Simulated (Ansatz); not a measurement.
```xyz
15

C     1.3348   -2.0349    0.0491
C     0.0440   -1.7062    0.0523
Si   -0.6737   -0.4348   -1.1070
N    -1.2378    0.9661   -0.2653
Si   -0.2672    2.0989    0.5965
O     1.1323    1.3612    1.0380
H     1.7510   -2.7758    0.7269
H     2.0346   -1.5739   -0.6435
H    -0.6097   -2.2021    0.7701
H     0.4053   -0.0847   -2.0689
H    -1.8437   -1.0076   -1.8253
H    -2.2383    1.0857   -0.2142
H     0.1766    3.2591   -0.2135
H    -1.0752    2.5912    1.7471
H     1.0671    0.4576    1.3578
```

The species carries charge 0 and has multiplicity 1.

**Question.** List the ωB97M-V/def2-TZVPP orbital energies in eV (the Gaussian-basis code of Ansatz). (Estimate.)

**Answer.** The calculation gave: Occupied: -1807.39, -1807.11, -526.01, -394.05, -281.93, -281.44, -148.34, -148.13, -102.48, -102.45, -102.43, -102.26, -102.24, -102.23, -30.80, -26.37, -24.39, -19.25, -18.41, -17.47, -16.21, -15.64, -14.71, -13.97, -13.44, -12.81, -12.34, -11.92, -11.76, -11.13, -10.51, -9.79. Lowest empty: 1.25, 2.27, 2.37, 2.87, 3.24, 3.43, 3.58, 3.85.
